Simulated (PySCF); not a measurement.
All of these have the formula C6H6O2S. Level of theory: TDDFT CAM-B3LYP/def2-SVPD, vertical, gas phase, core orbitals frozen in the response (PySCF). Geometries: GFN2-xTB; one conformer of each isolated species. Triplets are in the Tamm–Dancoff approximation.

A. `C=CC1=CSCC(=O)O1`
B. `CC(=O)Oc1ccsc1`
C. `COC(=O)c1cccs1`

Lowest singlet levels (six at most, fewer where fewer were computed) with oscillator strengths:

1. 4.42 eV (f 0.170); 5.24 eV (f 0.298); 5.46 eV (f 0.028); 5.65 eV (f 0.015); 6.06 eV (f 0.010); 6.42 eV (f 0.028); T1 2.88 eV
2. 5.08 eV (f 0.227); 5.30 eV (f 0.001); 5.38 eV (f 0.109); 6.61 eV (f 0.004 summed over 2 states); 6.93 eV (f 0.001); 6.95 eV (f 0.037) [of 8 roots; the last level is left out, as the window may have cut its degenerate partner]; T1 3.36 eV
3. 5.64 eV (f 0.090); 5.80 eV (f 0.001); 5.98 eV (f 0.029); 6.09 eV (f 0.003); 6.45 eV (f 0.005); 6.48 eV (f 0.364); T1 3.85 eV

Question: Match each spectrum to its molecule.

Answer: 1 = A, 2 = C, 3 = B.
- A: S1 at 4.42 eV, HOMO→LUMO (76%), HOMO→LUMO+1 (15%); Löwdin shares by element: HOMO carbon 44% or more, sulfur 32% (atoms not listed hold the other 25%); LUMO carbon 50% or more, sulfur 14% (atoms not listed hold the other 36%); HOMO -7.65 and LUMO -0.44 eV.
- B: S1 at 5.64 eV, HOMO→LUMO (89%); Löwdin shares by element: HOMO carbon 60% or more, sulfur 18% (atoms not listed hold the other 22%); LUMO carbon 44% or more, sulfur 19% (atoms not listed hold the other 36%); HOMO -8.13 and LUMO 0.46 eV.
- C: S1 at 5.08 eV, HOMO→LUMO (85%), HOMO-1→LUMO (10%); Löwdin shares by element: HOMO carbon 79% or more (atoms not listed hold the other 21%); LUMO carbon 44% or more, sulfur 16% (atoms not listed hold the other 40%); HOMO -8.50 and LUMO -0.57 eV.
